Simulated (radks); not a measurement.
The numbers below are computed, except where a source is named.
Zr8+, 32 electrons, occupied as [Ar] 3d10 4s2 4p2. Code: a radial shooting solver on a logarithmic mesh with Libxc functionals. Model: scalar-relativistic Kohn-Sham, LDA (Slater exchange, VWN5 correlation), spin-polarised, spherical densities, finite nucleus; open shells are filled with parallel spins first (spin-orbit coupling, left out, can overturn this in heavy ions); Fermi nuclear charge, rms radius 4.2694 fm. Some entries of the table are withheld. Estimate them.

| orbital | occ. | eigenvalue (eV) | <r> (bohr) |
|---|---|---|---|
| 1s up | 1 | -17932.90 | 0.03711 |
| 1s down | 1 | -17932.49 | 0.03711 |
| 2s up | 1 | -2598.453 | 0.1628 |
| 2s down | 1 | -2598.176 | 0.1628 |
| 2p up | 3 | -2333.679 | 0.1417 |
| 2p down | 3 | -2333.297 | 0.1417 |
| 3s up | 1 | -532.0674 | 0.4580 |
| 3s down | 1 | -531.5494 | 0.4577 |
| 3p up | 3 | -445.6535 | 0.4607 |
| 3p down | 3 | -445.0768 | 0.4603 |
| 3d up | 5 | -303.3776 | (1) |
| 3d down | 5 | -302.7554 | (2) |
| 4s up | 1 | -169.3152 | 1.109 |
| 4s down | 1 | -166.0638 | 1.109 |
| 4p up | 2 | (3) | 1.187 |
| 4p down | 0 | (4) | 1.190 |

Answer. 
(1) 3d up <r> (bohr): 0.4484
(2) 3d down <r> (bohr): 0.4474
(3) 4p up eigenvalue (eV): -144.0676
(4) 4p down eigenvalue (eV): -140.8281
